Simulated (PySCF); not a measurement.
# Ionisation energy of Sc(2+) by level of theory

Sc(2+) [Ar] 3d1 (2D) → Sc(3+) [Ar] (1S), as a difference of total energies. Calculation: PySCF 2.14, in aug-cc-pVDZ-DK (7s6p4d2f, 59 functions); scalar relativity by spin-free X2C-1e. The calculations carry no spin-orbit coupling.

| method | ionisation energy (eV) | difference from reference (eV) |
| --- | --- | --- |
| UHF | 24.180 | -0.577 |
| B3LYP | 25.762 | +1.005 |
| r2SCAN | 25.523 | +0.766 |

Reference: 24.757 eV (measured; NIST Atomic Spectra Database, ionization energies).

The reference lies between the lowest fine-structure levels, while these numbers refer to the centres of the terms.
